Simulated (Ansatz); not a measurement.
Relaxation of CH7NOSi (11 atoms, charge 0, multiplicity 1), to a largest force component of 0.03 eV/Å in at most 50 steps.

Level of theory: RKS PBE0-D4/6-31G* (Ansatz).

```xyz
11
Properties=species:S:1:pos:R:3
Si -0.232 0.245 -0.663
N 1.389 -0.143 1.848
H 0.491 0.211 2.167
H 1.894 0.588 1.353
H 1.243 -0.944 1.209
H -1.364 0.603 0.339
O -0.457 -1.409 -0.654
C -1.355 -2.126 0.172
H -0.948 -2.228 1.189
H -2.329 -1.623 0.236
H -1.491 -3.129 -0.250
```

Problem. Where does it end, and by what steps?

Solution. It converged. The force dipped under the threshold on the way, but the program's further checks kept it going. After 28 steps the energy has fallen by 0.756 eV; H4 moved furthest, 0.78 Å. Joined: Si1–N2 (3.01 → 2.12 Å).

```csv
step,energy less start (eV),largest force component (eV/Å),accepted
0,0.0000,0.700,yes
1,-0.0091,0.946,yes
2,0.0046,0.991,no
3,-0.0302,0.608,yes
4,-0.0481,0.310,yes
5,-0.0842,0.417,yes
6,-0.1196,1.231,yes
7,-0.4858,1.436,yes
8,-0.5253,1.721,yes
9,-0.7117,0.334,yes
10,-0.7247,0.092,yes
11,-0.7279,0.053,yes
12,-0.7287,0.174,yes
13,-0.7326,0.068,yes
14,-0.7178,0.603,no
15,-0.7341,0.110,yes
16,-0.7415,0.032,yes
17,-0.7409,0.351,no
18,-0.7448,0.024,yes
19,-0.7472,0.099,yes
20,-0.7466,0.325,no
21,-0.7490,0.048,yes
22,-0.7505,0.056,yes
23,-0.7515,0.186,yes
24,-0.7535,0.120,yes
25,-0.7546,0.030,yes
26,-0.7553,0.052,yes
27,-0.7556,0.092,yes
28,-0.7559,0.028,yes
```

```xyz
11
Properties=species:S:1:pos:R:3
Si 0.117 0.062 -0.601
N 1.008 -0.068 1.316
H 0.413 -0.527 2.002
H 1.239 0.861 1.665
H 1.875 -0.598 1.245
H -1.096 0.678 0.148
O -0.388 -1.558 -0.580
C -1.375 -2.082 0.262
H -0.941 -2.489 1.192
H -2.125 -1.325 0.540
H -1.887 -2.910 -0.243
```

Whether the end is a true minimum wasn't checked by a vibrational analysis.

Run time: 120 s on 1 thread of Arm Neoverse V1, on a shared host, peak memory 0.15 GiB.
